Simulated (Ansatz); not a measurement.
dibenzo[a,e]pentalene (C₁₆H₁₀) was relaxed with PBE-D4 (def2-SVP) in Ansatz in these states: charge +1 doublet, charge -1 doublet, neutral singlet. The geometries follow in no particular order.

A:

| atom | x (Å) | y (Å) | z (Å) |
| --- | --- | --- | --- |
| C1 | 1.5213 | -0.5484 | 0.7677 |
| C2 | 0.3694 | -0.6246 | -0.0412 |
| C3 | -0.3695 | 0.6245 | 0.0414 |
| C4 | -1.5214 | 0.5484 | -0.7676 |
| C5 | -1.5339 | -0.7582 | -1.3816 |
| C6 | -2.4373 | -1.3733 | -2.2736 |
| C7 | -2.2001 | -2.6840 | -2.7216 |
| C8 | -1.0597 | -3.4007 | -2.2877 |
| C9 | -0.1423 | -2.8100 | -1.3978 |
| C10 | -0.3558 | -1.5013 | -0.9347 |
| C11 | 0.3558 | 1.5012 | 0.9348 |
| C12 | 0.1423 | 2.8099 | 1.3979 |
| C13 | 1.0597 | 3.4007 | 2.2877 |
| C14 | 2.2002 | 2.6841 | 2.7215 |
| C15 | 2.4374 | 1.3734 | 2.2734 |
| C16 | 1.5339 | 0.7582 | 1.3815 |
| H17 | 2.2872 | -1.3219 | 0.9236 |
| H18 | -2.2872 | 1.3219 | -0.9235 |
| H19 | -3.3306 | -0.8249 | -2.6193 |
| H20 | -2.9100 | -3.1598 | -3.4190 |
| H21 | -0.8890 | -4.4283 | -2.6494 |
| H22 | 0.7443 | -3.3753 | -1.0642 |
| H23 | -0.7444 | 3.3752 | 1.0644 |
| H24 | 0.8890 | 4.4283 | 2.6494 |
| H25 | 2.9101 | 3.1599 | 3.4188 |
| H26 | 3.3307 | 0.8250 | 2.6192 |

B:

```csv
atom,x (Å),y (Å),z (Å)
C1,0.758,1.498,-0.580
C2,-0.261,0.580,-0.390
C3,0.261,-0.580,0.390
C4,-0.758,-1.498,0.580
C5,-1.951,-0.971,-0.061
C6,-3.243,-1.509,-0.157
C7,-4.219,-0.772,-0.846
C8,-3.922,0.487,-1.435
C9,-2.640,1.044,-1.352
C10,-1.645,0.325,-0.667
C11,1.645,-0.325,0.667
C12,2.640,-1.044,1.351
C13,3.922,-0.487,1.435
C14,4.219,0.772,0.846
C15,3.243,1.509,0.158
C16,1.951,0.972,0.061
H17,0.706,2.458,-1.112
H18,-0.706,-2.458,1.112
H19,-3.487,-2.482,0.293
H20,-5.240,-1.174,-0.935
H21,-4.718,1.031,-1.965
H22,-2.420,2.019,-1.810
H23,2.420,-2.019,1.810
H24,4.718,-1.031,1.965
H25,5.240,1.174,0.935
H26,3.487,2.482,-0.293
```

C:

```xyz
26

C    -0.755   -1.437    0.678
C    -0.701   -0.219    0.045
C     0.701    0.219   -0.045
C     0.756    1.436   -0.679
C    -0.620    1.836   -1.026
C    -1.105    2.976   -1.673
C    -2.496    3.105   -1.879
C    -3.381    2.107   -1.443
C    -2.901    0.951   -0.788
C    -1.529    0.813   -0.579
C     1.529   -0.813    0.579
C     2.901   -0.950    0.789
C     3.381   -2.107    1.444
C     2.496   -3.105    1.879
C     1.105   -2.977    1.672
C     0.620   -1.836    1.025
H    -1.649   -2.036    0.903
H     1.649    2.035   -0.905
H    -0.416    3.762   -2.018
H    -2.890    3.998   -2.387
H    -4.462    2.226   -1.613
H    -3.603    0.173   -0.449
H     3.603   -0.172    0.451
H     4.461   -2.225    1.614
H     2.890   -3.998    2.387
H     0.416   -3.763    2.016
```

**Question.** Judge from the bond lengths which geometry belongs to which state (an estimate).

**Answer.** A is the charge -1 doublet (C2–C3 1.454 Å, C3–C4 1.410 Å, C1–C2 1.410 Å); B is the charge +1 doublet (C2–C3 1.492 Å, C3–C4 1.385 Å, C1–C2 1.385 Å); C is the neutral singlet (C2–C3 1.471 Å, C3–C4 1.373 Å, C1–C2 1.373 Å).

At PBE-D4/def2-SVP the highest occupied level of the relaxed charge -1 doublet lies above zero (up to 0.69 eV). By energy differences its removal costs 1.33 eV (each at its own geometry, to the charge 0 singlet, at PBE-D4/def2-SVP); self-interaction error and the lack of diffuse functions both raise the level.
